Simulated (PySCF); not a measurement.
C₃H₈FN₂Si (doublet state).
Atom-mapped SMILES: `[CH3:1][C@H:2]1[CH2:3][NH:4][Si:5]([F:6])[NH:7]1` (hydrogens: H8, H9, H10 on C1; H11 on C2; H12, H13 on C3; H14 on N4; H15 on N7)

Structure used (GFN2-xTB), in Å, numbered top down from 1:
```
atom  x, y, z in Å
C1     1.859    0.058    0.038
C2     0.426    0.366   -0.389
C3    -0.381   -0.929   -0.611
N4    -1.714   -0.729   -0.096
Si5   -1.697    0.409    1.200
F6    -2.973    1.403    1.000
N7    -0.278    1.156    0.596
H8     2.349   -0.562   -0.709
H9     2.429    0.978    0.149
H10    1.858   -0.469    0.990
H11    0.452    0.943   -1.326
H12   -0.433   -1.170   -1.677
H13    0.122   -1.765   -0.102
H14   -2.289   -1.554   -0.123
H15    0.269    1.874    1.037
```

The hyperfine couplings belong to this conformer and change with its torsions.

Level of theory: UKS B3LYP, pcH-1 on C F H N Si, non-relativistic, mean-field spin-orbit, GIAO (PySCF 2.14.0). Geometry: GFN2-xTB, one conformer, isolated molecule. Couplings are sensitive to structure, and on GFN2-xTB geometries they can be far from those on DFT ones, by a factor of two or more for some ions and for spin on atoms past the first row. No stability test was run, so a lower SCF solution isn't excluded.

Principal values of hyperfine tensors in MHz (contact, dipolar and spin–orbit terms together), for some of the nuclei:

```tsv
atom	isotope	A1	A2	A3
Si5	29Si	-985.35	-807.96	-805.12
F6	19F	284.71	295.25	746.53
N7	14N	17.03	17.37	34.72
H11	1H	18.00	19.27	22.48
H12	1H	12.97	13.76	17.47
H15	1H	-16.24	-12.43	3.62
H14	1H	-16.83	-12.01	4.37
C3	13C	2.70	3.04	6.11
```

Task: Split each tensor into its isotropic and traceless parts, and turn a_iso into mT with g = 2.0015.

Result: a_iso = (A1 + A2 + A3)/3, Ti = Ai − a_iso; 1 mT corresponds to 28.014 MHz. The tensors hold a spin–orbit part: the run splits a_iso into a_FC + a_SO, and T includes its anisotropic share.

```
atom  a_iso (MHz)     a_FC  a_SO  a_iso (mT)       T1       T2      T3
 Si5      -866.14  -866.94  0.80     -30.918  -119.21    58.19   61.03
  F6       442.16   440.75  1.41      15.784  -157.45  -146.91  304.37
  N7        23.04    23.03  0.01       0.822    -6.01    -5.67   11.68
 H11        19.91    19.91  0.00       0.711    -1.92    -0.64    2.56
 H12        14.73    14.73  0.00       0.526    -1.76    -0.98    2.74
 H15        -8.35    -8.36  0.01      -0.298    -7.89    -4.08   11.97
 H14        -8.16    -8.17  0.01      -0.291    -8.67    -3.85   12.53
  C3         3.95     3.95  0.00       0.141    -1.25    -0.91    2.16
```

Task: What spin density at the nucleus of F6 lies behind its contact coupling (g_N = 5.25774)?

Result: a_FC = (2μ0/3) gₑ μB g_N μN ρ(0)/(2S·h) = 800.24 MHz × g_N × ρ(0)/(2S), with ρ in bohr⁻³. With a_FC = 440.75 MHz and 2S = 1, ρ(0) = 0.1048 bohr⁻³.

Task: N4 (14N, g_N = 0.40376) isn't in the table. Its spin density at the nucleus is 0.04664 bohr⁻³. What is its contact coupling?

Result: By the same relation, a_FC = 15.07 MHz. Its full tensor has the principal values 8.48, 8.75, 27.99 MHz.

Task: Which nucleus of the table has the largest anisotropic coupling, and what is its form?

Result: F6: -157.5, -146.9, 304.4 MHz (the dipolar term alone has -159.7, -146.3, 305.9), nearly axial, close to the ratio −1:−1:+2.

Task: In a single crystal, with the field along each principal axis of the tensor of N7 in turn, what first-order splitting does this nucleus give (isotropic g, quadrupole terms neglected)?

Result: 3 lines (I = 1), spaced by |A_i|/(g × 13.996): 0.61, 0.62, 1.24 mT along the axes of A1, A2 and A3.
